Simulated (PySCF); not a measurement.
H₇AlO₃Si₂ (SMILES [OH][Al]([O][SiH3])[O][SiH3]), singlet, geometry from GFN2-xTB (such geometries of metal compounds can be far from the true shape), with bond 6-5 at 2.4 times its length; CASSCF(4,4)/STO-3G (PySCF).

Here is a job for PySCF.
```python
from pyscf import gto, scf, mcscf
import numpy

mol = gto.Mole()
mol.atom = '''
    Al   -0.16110466    0.25685966    0.78552921
    O    -0.40748087    0.67053028    2.36092012
    H    -0.81762370    1.28026820    2.95771956
    O     0.77099794   -1.08623497    0.45040374
    Si    1.67542267   -2.38732436    0.09254080
    H     5.03699061   -1.41282798    0.42759899
    H     1.35760498   -2.77677973   -1.28388010
    H     1.31267833   -3.43625082    1.04825065
    O    -0.79573256    1.11331722   -0.50508091
    Si   -1.31780523    1.81375723   -1.87340601
    H    -0.39315971    2.91310219   -2.16064854
    H    -2.66973243    2.30143364   -1.58507985
    H    -1.32040325    0.80937455   -2.93822021
'''
mol.basis = 'sto-3g'
mol.verbose = 4
mol.build()

mf = scf.RHF(mol)
mf.kernel()
mc = mcscf.CASSCF(mf, 4, 4)
mc.fix_spin_(ss=0.0)
mc.kernel()
occ = numpy.linalg.eigvalsh(mc.fcisolver.make_rdm1(mc.ci, mc.ncas, mc.nelecas))[::-1]
ss = mc.fcisolver.spin_square(mc.ci, mc.ncas, mc.nelecas)[0]
print('natural occupations', occ.round(4), ' <S^2>', round(ss, 4))
```

It wrote (shortened):

```
PySCF version 2.14.0

[INPUT] verbose = 4
[INPUT] num. atoms = 13
[INPUT] num. electrons = 72
[INPUT] charge = 0
[INPUT] spin (= nelec alpha-beta = 2S) = 0
[INPUT] symmetry False subgroup None
[INPUT] Mole.unit = angstrom
[INPUT] Symbol           X                Y                Z      unit          X                Y                Z       unit  Magmom
[...]
nuclear repulsion = 418.155466735697
number of shells = 31
number of NR pGTOs = 147
number of NR cGTOs = 49
basis = sto-3g
ecp = {}

******** <class 'pyscf.scf.hf.RHF'> ********
method = RHF
initial guess = minao
damping factor = 0
level_shift factor = 0
DIIS = <class 'pyscf.scf.diis.CDIIS'>
diis_start_cycle = 1
diis_space = 8
diis_damp = 0
SCF conv_tol = 1e-09
SCF conv_tol_grad = None
SCF max_cycles = 50
direct_scf = True
direct_scf_tol = 1e-13
Set gradient conv threshold to 3.16228e-05
Initial guess from minao.
init E= -1035.41127671918
[...]
cycle= 1 E= -1035.30795735708  delta_E= 0.103  |g|= 0.783  |ddm|=  4.3
[...]
cycle= 2 E= -1035.38030160999  delta_E= -0.0723  |g|= 0.464  |ddm|=  2.9
[...]
cycle= 3 E= -1035.54119673511  delta_E= -0.161  |g|= 0.243  |ddm|=  2.5
[...]
cycle= 4 E= -1035.61651380664  delta_E= -0.0753  |g|= 0.0286  |ddm|= 1.06
[...]
cycle= 5 E= -1035.61689294622  delta_E= -0.000379  |g|= 0.0121  |ddm|= 0.0592
[...]
cycle= 6 E= -1035.6169937567  delta_E= -0.000101  |g|= 0.00431  |ddm|= 0.0268
[...]
cycle= 7 E= -1035.61701004978  delta_E= -1.63e-05  |g|= 0.00106  |ddm|= 0.0119
[...]
cycle= 8 E= -1035.61701101805  delta_E= -9.68e-07  |g|= 0.000356  |ddm|= 0.00416
[...]
cycle= 9 E= -1035.61701112091  delta_E= -1.03e-07  |g|= 9.69e-05  |ddm|= 0.000948
[...]
cycle= 10 E= -1035.61701112828  delta_E= -7.37e-09  |g|= 3.37e-05  |ddm|= 0.000306
[...]
cycle= 11 E= -1035.6170111292  delta_E= -9.18e-10  |g|= 3.2e-06  |ddm|= 9.98e-05
[...]
Extra cycle  E= -1035.61701112921  delta_E= -5.91e-12  |g|= 1.7e-06  |ddm|= 9.02e-06
converged SCF energy = -1035.61701112921

******** <class 'pyscf.mcscf.mc1step.CASSCF'> ********
CAS (2e+2e, 4o), ncore = 34, nvir = 11
max_cycle_macro = 50
max_cycle_micro = 4
conv_tol = 1e-07
conv_tol_grad = None
orbital rotation max_stepsize = 0.02
orbital rotation threshold for CI restart = 0.01
augmented hessian ah_max_cycle = 30
augmented hessian ah_conv_tol = 1e-12
augmented hessian ah_linear dependence = 1e-14
augmented hessian ah_level shift = 1e-08
augmented hessian ah_start_tol = 2.5
augmented hessian ah_start_cycle = 3
augmented hessian ah_grad_trust_region = 3
kf_trust_region = 3
kf_interval = 4
ci_response_space = 4
ci_grad_trust_region = 3
with_dep4 0
natorb = False
canonicalization = True
sorting_mo_energy = False
ao2mo_level = 2
internal_rotation = False
******** <class 'pyscf.fci.addons.SpinPenaltyFCISolver'> ********
max. cycles = 50
conv_tol = 1e-08
davidson only = True
linear dependence = 1e-12
level shift = 0.001
max iter space = 12
nroots = 1
pspace_size = 400
spin = None
CASCI E = -1035.79079328039  S^2 = 0.0000000
Set conv_tol_grad to 0.000316228
macro iter   1 ( 20 JK    4 micro), CASSCF E = -1035.79752709175  dE = -6.73381136e-03  S^2 = 0.0000000
               |grad[o]|=0.0656  |grad[c]|=0.0171  |ddm|= 0.01  |maxRot[o]|=0.163
macro iter   2 ( 21 JK    4 micro), CASSCF E = -1035.79803701259  dE = -5.09920835e-04  S^2 = 0.0000000
               |grad[o]|=0.00603  |grad[c]|=0.0304  |ddm|=0.0441  |maxRot[o]|=0.256
macro iter   3 ( 21 JK    4 micro), CASSCF E = -1035.79964623484  dE = -1.60922225e-03  S^2 = 0.0000000
               |grad[o]|=0.00558  |grad[c]|=0.0357  |ddm|=0.00244  |maxRot[o]|= 0.17
macro iter   4 ( 12 JK    3 micro), CASSCF E = -1035.80115457708  dE = -1.50834224e-03  S^2 = 0.0000000
               |grad[o]|=0.0077  |grad[c]|=0.0394  |ddm|=0.0271  |maxRot[o]|=0.149
macro iter   5 ( 21 JK    4 micro), CASSCF E = -1035.80169708247  dE = -5.42505391e-04  S^2 = 0.0000000
               |grad[o]|=0.0093  |grad[c]|=0.017  |ddm|=0.00683  |maxRot[o]|=0.0457
macro iter   6 ( 21 JK    4 micro), CASSCF E = -1035.80195770961  dE = -2.60627138e-04  S^2 = 0.0000000
               |grad[o]|=0.00775  |grad[c]|=0.0147  |ddm|=0.00672  |maxRot[o]|=0.0306
macro iter   7 ( 21 JK    4 micro), CASSCF E = -1035.80209238566  dE = -1.34676047e-04  S^2 = 0.0000000
               |grad[o]|=0.00629  |grad[c]|=0.0141  |ddm|=0.00684  |maxRot[o]|=0.0225
macro iter   8 ( 21 JK    4 micro), CASSCF E = -1035.80215948343  dE = -6.70977763e-05  S^2 = 0.0000000
               |grad[o]|=0.00519  |grad[c]|=0.0137  |ddm|=0.00674  |maxRot[o]|=0.0164
macro iter   9 ( 21 JK    4 micro), CASSCF E = -1035.80219180333  dE = -3.23198935e-05  S^2 = 0.0000000
               |grad[o]|=0.00447  |grad[c]|=0.0135  |ddm|=0.00669  |maxRot[o]|=0.012
macro iter  10 ( 21 JK    4 micro), CASSCF E = -1035.80220610709  dE = -1.43037610e-05  S^2 = 0.0000000
               |grad[o]|=0.00403  |grad[c]|=0.0134  |ddm|=0.00662  |maxRot[o]|=0.0096
macro iter  11 ( 21 JK    4 micro), CASSCF E = -1035.80221110015  dE = -4.99306384e-06  S^2 = 0.0000000
               |grad[o]|=0.00377  |grad[c]|=0.0133  |ddm|=0.00654  |maxRot[o]|=0.00838
macro iter  12 ( 21 JK    4 micro), CASSCF E = -1035.80221131718  dE = -2.17030220e-07  S^2 = 0.0000000
               |grad[o]|=0.00363  |grad[c]|=0.0132  |ddm|=0.00647  |maxRot[o]|=0.00733
macro iter  13 ( 21 JK    4 micro), CASSCF E = -1035.80220915408  dE =  2.16310423e-06  S^2 = 0.0000000
               |grad[o]|=0.00355  |grad[c]|=0.0132  |ddm|=0.0064  |maxRot[o]|=0.0064
macro iter  14 ( 21 JK    4 micro), CASSCF E = -1035.80272855944  dE = -5.19405365e-04  S^2 = 0.0000000
               |grad[o]|=0.00352  |grad[c]|=0.00933  |ddm|=0.005  |maxRot[o]|=0.0562
macro iter  15 ( 21 JK    4 micro), CASSCF E = -1035.80364150316  dE = -9.12943719e-04  S^2 = 0.0000000
               |grad[o]|=0.00395  |grad[c]|=0.00568  |ddm|=0.00215  |maxRot[o]|=0.0874
macro iter  16 ( 12 JK    3 micro), CASSCF E = -1035.80479987847  dE = -1.15837531e-03  S^2 = 0.0000000
[...]
               |grad[o]|=0.00412  |grad[c]|=0.00916  |ddm|=0.00559  |maxRot[o]|=0.0471
macro iter  22 ( 12 JK    3 micro), CASSCF E = -1035.80604364888  dE = -6.91189714e-04  S^2 = 0.0000000
               |grad[o]|=0.00382  |grad[c]|=0.0115  |ddm|=0.00758  |maxRot[o]|=0.0812
macro iter  23 ( 21 JK    4 micro), CASSCF E = -1035.80605771743  dE = -1.40685479e-05  S^2 = 0.0000000
               |grad[o]|=0.00314  |grad[c]|=0.00662  |ddm|=0.00432  |maxRot[o]|=0.0352
macro iter  24 ( 21 JK    4 micro), CASSCF E = -1035.80605802855  dE = -3.11120857e-07  S^2 = 0.0000000
               |grad[o]|=0.00312  |grad[c]|=0.00924  |ddm|=0.0059  |maxRot[o]|=0.00258
macro iter  25 ( 21 JK    4 micro), CASSCF E = -1035.80605623315  dE =  1.79539552e-06  S^2 = 0.0000000
               |grad[o]|=0.00316  |grad[c]|=0.0105  |ddm|=0.00672  |maxRot[o]|=0.0033
macro iter  26 ( 17 JK    4 micro), CASSCF E = -1035.80650382705  dE = -4.47593891e-04  S^2 = 0.0000000
               |grad[o]|=0.00323  |grad[c]|=0.00802  |ddm|=0.00549  |maxRot[o]|=0.0638
macro iter  27 ( 11 JK    3 micro), CASSCF E = -1035.80685970123  dE = -3.55874181e-04  S^2 = 0.0000000
               |grad[o]|=0.00254  |grad[c]|=0.00654  |ddm|=0.00569  |maxRot[o]|=0.0643
macro iter  28 ( 21 JK    4 micro), CASSCF E = -1035.80684684912  dE =  1.28521053e-05  S^2 = 0.0000000
               |grad[o]|=0.00188  |grad[c]|=0.00571  |ddm|=0.00534  |maxRot[o]|=0.0411
macro iter  29 ( 21 JK    4 micro), CASSCF E = -1035.80700407255  dE = -1.57223425e-04  S^2 = 0.0000000
               |grad[o]|=0.00207  |grad[c]|=0.00426  |ddm|=0.00428  |maxRot[o]|=0.0348
macro iter  30 ( 12 JK    3 micro), CASSCF E = -1035.80724274162  dE = -2.38669072e-04  S^2 = 0.0000000
               |grad[o]|=0.00175  |grad[c]|=0.00553  |ddm|=0.00755  |maxRot[o]|=0.069
macro iter  31 ( 12 JK    3 micro), CASSCF E = -1035.80760890922  dE = -3.66167603e-04  S^2 = 0.0000000
               |grad[o]|=0.00141  |grad[c]|=0.00856  |ddm|=0.0127  |maxRot[o]|=0.102
macro iter  32 ( 12 JK    3 micro), CASSCF E = -1035.80834586405  dE = -7.36954828e-04  S^2 = 0.0000000
               |grad[o]|=0.00177  |grad[c]|=0.0118  |ddm|=0.0139  |maxRot[o]|=0.123
macro iter  33 ( 21 JK    4 micro), CASSCF E = -1035.80846889876  dE = -1.23034708e-04  S^2 = 0.0000000
               |grad[o]|=0.0021  |grad[c]|=0.00781  |ddm|=0.00558  |maxRot[o]|=0.0242
macro iter  34 ( 21 JK    4 micro), CASSCF E = -1035.80857500899  dE = -1.06110236e-04  S^2 = 0.0000000
               |grad[o]|=0.00211  |grad[c]|=0.0085  |ddm|=0.00597  |maxRot[o]|=0.0269
macro iter  35 ( 21 JK    4 micro), CASSCF E = -1035.80866393883  dE = -8.89298346e-05  S^2 = 0.0000000
               |grad[o]|=0.00249  |grad[c]|=0.00853  |ddm|=0.00558  |maxRot[o]|=0.0246
macro iter  36 ( 21 JK    4 micro), CASSCF E = -1035.80872237663  dE = -5.84378026e-05  S^2 = 0.0000000
               |grad[o]|=0.0028  |grad[c]|=0.00767  |ddm|=0.00443  |maxRot[o]|=0.0156
macro iter  37 ( 21 JK    4 micro), CASSCF E = -1035.80875388660  dE = -3.15099667e-05  S^2 = 0.0000000
               |grad[o]|=0.00283  |grad[c]|=0.00678  |ddm|=0.00362  |maxRot[o]|=0.00919
macro iter  38 ( 21 JK    4 micro), CASSCF E = -1035.80876745527  dE = -1.35686707e-05  S^2 = 0.0000000
               |grad[o]|=0.00275  |grad[c]|=0.00628  |ddm|=0.00328  |maxRot[o]|=0.00421
macro iter  39 ( 21 JK    4 micro), CASSCF E = -1035.80877267255  dE = -5.21728248e-06  S^2 = 0.0000000
               |grad[o]|=0.00269  |grad[c]|=0.00608  |ddm|=0.00317  |maxRot[o]|=0.00169
macro iter  40 ( 21 JK    4 micro), CASSCF E = -1035.80877465909  dE = -1.98653970e-06  S^2 = 0.0000000
               |grad[o]|=0.00267  |grad[c]|=0.006  |ddm|=0.00314  |maxRot[o]|=0.000654
macro iter  41 ( 21 JK    4 micro), CASSCF E = -1035.80877544041  dE = -7.81320296e-07  S^2 = 0.0000000
               |grad[o]|=0.00266  |grad[c]|=0.00598  |ddm|=0.00313  |maxRot[o]|=0.000259
macro iter  42 ( 11 JK    2 micro), CASSCF E = -1035.80877567108  dE = -2.30664682e-07  S^2 = 0.0000000
               |grad[o]|=0.00265  |grad[c]|=0.00199  |ddm|=2.5e-05  |maxRot[o]|=7.89e-05
macro iter  43 ( 11 JK    2 micro), CASSCF E = -1035.80877579167  dE = -1.20590357e-07  S^2 = 0.0000000
               |grad[o]|=0.00265  |grad[c]|=0.00199  |ddm|=2.89e-05  |maxRot[o]|=4.27e-05
macro iter  44 ( 11 JK    2 micro), CASSCF E = -1035.80877587673  dE = -8.50648121e-08  S^2 = 0.0000000
               |grad[o]|=0.00265  |grad[c]|=0.00199  |ddm|=3.11e-05  |maxRot[o]|=2.98e-05
macro iter  45 ( 21 JK    4 micro), CASSCF E = -1035.80903081305  dE = -2.54936317e-04  S^2 = 0.0000000
               |grad[o]|=0.00265  |grad[c]|=0.00467  |ddm|=0.00247  |maxRot[o]|=0.048
macro iter  46 ( 10 JK    2 micro), CASSCF E = -1035.80916624554  dE = -1.35432490e-04  S^2 = 0.0000000
               |grad[o]|=0.0021  |grad[c]|=0.00126  |ddm|=0.0002  |maxRot[o]|=0.0336
macro iter  47 ( 17 JK    4 micro), CASSCF E = -1035.80916529375  dE =  9.51785069e-07  S^2 = 0.0000000
               |grad[o]|=0.00134  |grad[c]|=0.00212  |ddm|=0.000654  |maxRot[o]|=0.00178
macro iter  48 ( 20 JK    4 micro), CASSCF E = -1035.80924761432  dE = -8.23205676e-05  S^2 = 0.0000000
               |grad[o]|=0.00128  |grad[c]|=0.00062  |ddm|=0.000229  |maxRot[o]|=0.0399
macro iter  49 (  7 JK    2 micro), CASSCF E = -1035.80925394437  dE = -6.33004674e-06  S^2 = 0.0000000
               |grad[o]|=0.00046  |grad[c]|=0.000172  |ddm|=0.000113  |maxRot[o]|=0.00908
macro iter  50 (  5 JK    1 micro), CASSCF E = -1035.80925516579  dE = -1.22142364e-06  S^2 = 0.0000000
               |grad[o]|=0.000157  |grad[c]|=0.000121  |ddm|=5.63e-05  |maxRot[o]|=0.00624
1-step CASSCF not converged,  50 macro (905 JK 180 micro) steps
CASSCF canonicalization
Density matrix diagonal elements [1.98515352 1.14052179 0.85949527 0.01482942]
CASSCF energy = -1035.80925516579
CASCI E = -1035.80925516579  E(CI) = -2.95424801194895  S^2 = 0.0000000
natural occupations [1.9858 1.1445 0.8555 0.0142]  <S^2> 0.0
```

Convergence was not reached.
